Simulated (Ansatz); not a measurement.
`C[SiH2][NH][ZnH]` + CH₃NH₂ → `C[NH][ZnH]` + `C[SiH2]N` at 600 K and 1 bar (ligand exchange at a Zn–N bond).

Program: Ansatz. Geometries: PBE0-D4/def2-TZVP. ΔE: electronic, gas phase. CBS: MP2 limit from def2 TZ/QZ plus the TZ coupled-cluster correction, frozen cores. For Zn outer-core shells are correlated without core-valence functions, which leaves a few kJ/mol of doubt a bond. Scalar relativity is left out up to krypton. One conformer a species, not always the lowest.

| species | CCSD(T)/CBS energy (Eh) | H − E (kJ/mol) | S (J/(mol·K)) |
| --- | --- | --- | --- |
| `C[SiH2][NH][ZnH]` | -2164.46335 | 263.6 | 454.8 |
| CH₃NH₂ | -95.75281 | 199.3 | 283.8 |
| `C[NH][ZnH]` | -1874.12279 | 200.5 | 368.9 |
| `C[SiH2]N` | -386.08232 | 261.1 | 384.5 |

H − E and S are ideal-gas, rigid-rotor, harmonic terms from PBE0-D4/def2-TZVP, for one conformer and one mirror image of each species. 1 Eh = 2625.50 kJ/mol, R = 8.31446 J/(mol·K).

**Question.** By hand: ΔE, ΔH, ΔS and ΔG.

**Answer.** ΔE = (-1874.12279) + (-386.08232) − (-2164.46335) − (-95.75281) = 0.01105 Eh = 29.0 kJ/mol. Δ(H − E) = 200.5 + 261.1 − 263.6 − 199.3 = -1.3, so ΔH = 27.7 kJ/mol. ΔS = 368.9 + 384.5 − 454.8 − 283.8 = 14.8 J/(mol·K). ΔG = 27.7 − 600 × (14.8)/1000 = 18.8 kJ/mol.

**Question.** By hand: the equilibrium constant, and the temperature at which ΔG would vanish if ΔH and ΔS stayed fixed.

**Answer.** log₁₀ K = −ΔG/(RT ln 10) = -1.6. ΔG = 0 at ΔH/ΔS = 1872 K, though so small a ΔS makes that figure unsure.

The number of gas molecules stays the same, so ΔS is small and ΔH decides. A doubt of 5 kJ/mol in ΔE shifts log₁₀ K by 0.4 here. Other conformers and mirror images would add mixing entropy, several J/(mol·K) or more a flexible species. Modes under 60 cm⁻¹, often nearly free rotors, make the harmonic entropy too high. These are equilibria of isolated gas molecules and say nothing of rates. Largest T1 diagnostic: 0.015 (customary marks: 0.02 for closed shells, 0.045 for open ones).
